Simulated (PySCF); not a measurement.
CH8SSi2, SMILES C[SiH2]S[SiH3].

Geometry: B3LYP-D3(BJ)/def2-SVP. The values are those of a single conformer.

Two levels are set side by side: TDA-PBE/def2-SVPD (PySCF) and TDA-M06-2X/def2-SVPD (PySCF). Vertical, same geometry. The lowest singlet is HOMO→LUMO 99 % with PBE and HOMO→LUMO 93 % with the other functional; states are paired by order. Differences are taken from unrounded values.

```
quantity                              TDA-PBE
------------------------------------  -------
lowest singlet excitation (eV)           5.33
lowest triplet excitation (TDA) (eV)     4.99
```

Question: These are the TDA-PBE values. What does TDA-M06-2X give? (An estimate is asked for; the answer gives what the named calculation found.)

Answer: 
| quantity | TDA-M06-2X | TDA-PBE minus TDA-M06-2X |
|---|---|---|
| lowest singlet excitation (eV) | 5.98 | -0.65 |
| lowest triplet excitation (TDA) (eV) | 5.63 | -0.65 |

Functionals without exact exchange tend to place singlet excitations lower, as here. Differences between two approximate levels are no errors against the true value.

Rough cost on one machine, each run with all the roots and properties that it gave: TDA-M06-2X against TDA-PBE about 9 times.
